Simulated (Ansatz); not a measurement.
Reaction (cleavage of the B–B bond): `CB(O)B(O)O` + `CC(C)[TeH]` → `CC(C)[Te]B(O)O` + `CBO`

Program: Ansatz. Geometries: PBE0-D4/def2-TZVP. ΔE: electronic, gas phase. CCSD(T)/CBS adds triple-zeta CCSD(T) − MP2 to the extrapolated MP2 energy (def2 sets, frozen cores). DFT in def2-TZVPP. B3LYP here is the variant with VWN-RPA as its local correlation; programs differ in this. HSE06 is defined as in plane-wave codes. def2 core potentials past Kr. For Te outer-core shells are correlated without core-valence functions, which leaves a few kJ/mol of doubt a bond. One conformer a species, not always the lowest.

```csv
level,ΔE (kJ/mol),difference from CCSD(T)/CBS
revPBE-D4,-73.3,6.8
B97M-V,-72.1,8.0
r2SCAN0-D4,-81.7,-1.6
B2PLYP,-77.0,3.1
PBE-QIDH,-82.4,-2.3
BLYP,-67.0,13.1
r2SCAN,-79.3,0.8
PBE0,-74.5,5.6
B3LYP,-70.4,9.7
HSE06,-74.8,5.3
RPA@PBE/def2-TZVPP,-73.2,6.9
HF/def2-TZVPP,-76.1,4.0
SCS-MP2/def2-TZVPP,-83.8,-3.7
CCSD(T)/def2-TZVPP,-77.1,3.0
SCS-MP2/def2-QZVPP,-85.2,-5.1
CCSD/CBS(def2),-78.0,2.1
CCSD(T)/CBS,-80.1,0
```

Largest T1 diagnostic among the species: 0.014.

At CCSD(T), def2-SVP lies +3.7 kJ/mol from the extrapolated value and def2-TZVPP +3.0 kJ/mol. Leaving LDA and LC-ωPBE aside and taking each functional with its dispersion term where it has one, the values spread over 10.4 kJ/mol, from PBE-QIDH to B97M-V. From BLYP to BHLYP (50 % exact exchange), in def2-TZVPP and without D4, ΔE moves by −6.6 kJ/mol.

CCSD(T)/CBS has its own doubt, a few kJ/mol and more with outer-core shells, so smaller differences from it don't rank the levels.
